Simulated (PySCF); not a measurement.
# Al²⁺ (aluminium, charge +2) across methods

[Ne] 3s1, 2S determinant. Computed with PySCF 2.14 in aug-cc-pwCVDZ, with no relativity, point nucleus.

| method | E (hartree) | mean ε 2p α (eV) | mean ε 2p β (eV) | mean ε 3s α (eV) | Σ⟨r²⟩ (bohr²) | ⟨S²⟩ |
| --- | --- | --- | --- | --- | --- | --- |
| PW91 | -241.4242 | -90.651 | -90.427 | -24.538 | 9.351 | 0.750 |
| PBE | -241.3106 | -90.465 | -90.238 | -24.465 | 9.355 | 0.750 |
| PBE0 | -241.3368 | -95.200 | -94.969 | -25.463 | 9.357 | 0.750 |
| r2SCAN | -241.4259 | -92.092 | -91.908 | -24.647 | 9.340 | 0.750 |
| r2SCAN0 | -241.4232 | -96.362 | -96.161 | -25.593 | 9.340 | 0.750 |
| wB97X-V | -241.4106 | -97.183 | -97.007 | -27.625 | 9.404 | 0.750 |
| revPBE | -241.4007 | -90.390 | -90.181 | -24.413 | 9.370 | 0.750 |
| LDA | -240.3904 | -90.578 | -90.371 | -24.554 | 9.329 | 0.750 |
| UHF | -241.02402 | -108.16 | -107.89 | -28.028 | 9.441 | 0.750 |
